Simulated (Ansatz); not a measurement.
Basis sets compared for the cluster Hf₃O₆. The state is a singlet with charge 0. Geometry PBE-D4/def2-SVP. Ansatz on 4 threads of Intel Xeon 6975P-C on a shared host; times are rough, and most runs start from earlier orbitals.

```xyz
9

Hf    1.946   -0.693   -0.560
Hf   -0.194    1.646    1.253
Hf   -1.668   -0.728   -1.110
O    -0.171    3.374    0.784
O    -1.601    0.775    0.170
O     0.247   -1.047   -1.519
O     1.488    0.846    0.588
O     2.240   -2.049    0.571
O    -2.287   -2.124   -0.178
```

In the def2 sets Hf takes a core potential; there is no spin–orbit coupling. The structure comes from a short search, and lower isomers may exist.

Binding counts from free atoms (Hf triplet, O triplet) in the same basis, without a counterpoise term.

```
           level  functions  energy (Eh)  HOMO (eV)  LUMO (eV)  binding per atom (eV)  wall time
 PBE-D4/def2-SVP        180    -595.1405      -5.84      -3.37                   6.20      1.6 s
PBE0-D4/def2-SVP        180    -594.9709      -7.24      -2.72                   5.77      2.4 s
```

Estimate the rows for PBE-D4/def2-TZVP, PBE0-D4/def2-TZVP (with forces).


```json
{"level": "PBE-D4/def2-TZVP", "functions": "306", "energy (Eh)": "-595.7086", "HOMO (eV)": "-5.85", "LUMO (eV)": "-3.46", "binding per atom (eV)": "6.15", "wall time": "2.5 s"}
{"level": "PBE0-D4/def2-TZVP (with forces)", "functions": "306", "energy (Eh)": "-595.5467", "HOMO (eV)": "-7.23", "LUMO (eV)": "-2.79", "binding per atom (eV)": "5.77", "wall time": "8 s"}
```
